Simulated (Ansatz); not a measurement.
System: C₇H₁₃, charge 0, multiplicity 2. It need not be the lowest isomer of its formula. 
Coordinates optimised at B3LYP-D3(BJ)/def2-TZVP (Ansatz, an electronic-structure program):
```xyz
20

C      3.6415    -0.1934     0.0641
C      2.2389    -0.7885     0.1480
C      1.1389     0.2319    -0.1336
C     -0.2656    -0.3570    -0.0514
C     -1.3605     0.6814    -0.3340
C     -2.7198     0.1375    -0.2612
C     -3.8221     0.2690     0.4250
H      3.8355     0.2167    -0.9300
H      3.7679     0.6177     0.7854
H      4.4072    -0.9435     0.2696
H      2.1493    -1.6180    -0.5609
H      2.0824    -1.2203     1.1418
H      1.2938     0.6648    -1.1285
H      1.2276     1.0629     0.5755
H     -0.4311    -0.7861     0.9408
H     -0.3642    -1.1807    -0.7639
H     -1.2725     1.5110     0.3866
H     -1.1935     1.1193    -1.3242
H     -3.9029     0.9980     1.2362
H     -4.7079    -0.3267     0.2301
```
Charge 0, spin multiplicity 2.

Quantity: atomisation energy (electronic, to ground-state atoms), in kcal/mol. Cores are frozen in the correlated levels unless marked. UHF or UKS for open shells. Spin-orbit coupling is left out. No relativistic terms. The coupled-cluster limit lacks core correlation, which all-electron functionals hold. CBS marks a two-point X^-3 extrapolation of the correlation energy; Hartree-Fock from the larger set. The bracket is a focal-point correction in the basis named.

```csv
level,program,atomisation energy (kcal/mol)
BLYP-D3(BJ)/def2-TZVPD,Ansatz + dftd3,1915.6
BLYP-D4/def2-TZVPD,Ansatz + dftd4,1915.5
PBE0/STO-3G,Ansatz,2311.3
PBE0-D3(BJ)/def2-TZVP,Ansatz + dftd3,1942.0
```

Task: What does RI-MP2/CBS(cc-pVTZ,cc-pVQZ)+[CCSD(T)-MP2]/cc-pVTZ (Ansatz) give?

Result: 1921.2 kcal/mol, so PBE0-D3(BJ)/def2-TZVP differs from it by 20.8 kcal/mol.
